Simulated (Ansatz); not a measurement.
Program: Ansatz. Geometries: PBE0-D4/def2-TZVP. ΔE: electronic, gas phase. CBS: MP2 limit from def2 TZ/QZ plus the TZ coupled-cluster correction, frozen cores. DFT in def2-TZVPP. B3LYP here is the variant with VWN-RPA as its local correlation; programs differ in this. For Ge outer-core shells are correlated without core-valence functions, which leaves a few kJ/mol of doubt a bond. Scalar relativity is left out up to krypton. Each species was taken in one conformer, which may not be the lowest.

Consider the formal exchange of groups at a Ge–Al bond: `C[S][AlH][GeH3]` + `C=[CH][AlH2]` → `C=[C]([AlH2])[GeH3]` + `C[S][AlH2]`.

Q: Is it downhill or uphill in electronic energy at CCSD(T)/CBS, and by how much? (An estimate is asked.)

A: The calculation gave: Uphill: ΔE = +39.2 kJ/mol.

Q: What do these levels give: PBE-D4, r2SCAN-D4, PBE0-D4, B3LYP-D4, ωB97M-V, B3LYP, HF/def2-TZVPP, MP2/def2-TZVPP, CCSD/def2-TZVPP, MP2/def2-QZVPP, MP2/CBS(def2), CCSD/CBS(def2)? (Estimate.)

A: Ansatz gave: PBE-D4 49.5, r2SCAN-D4 45.8, PBE0-D4 47.8, B3LYP-D4 43.3, ωB97M-V 39.2, B3LYP 46.0, HF/def2-TZVPP 36.4, MP2/def2-TZVPP 31.1, CCSD/def2-TZVPP 38.4, MP2/def2-QZVPP 32.0, MP2/CBS(def2) 32.7, CCSD/CBS(def2) 40.0 kJ/mol.

Largest T1 diagnostic among the species: 0.012.
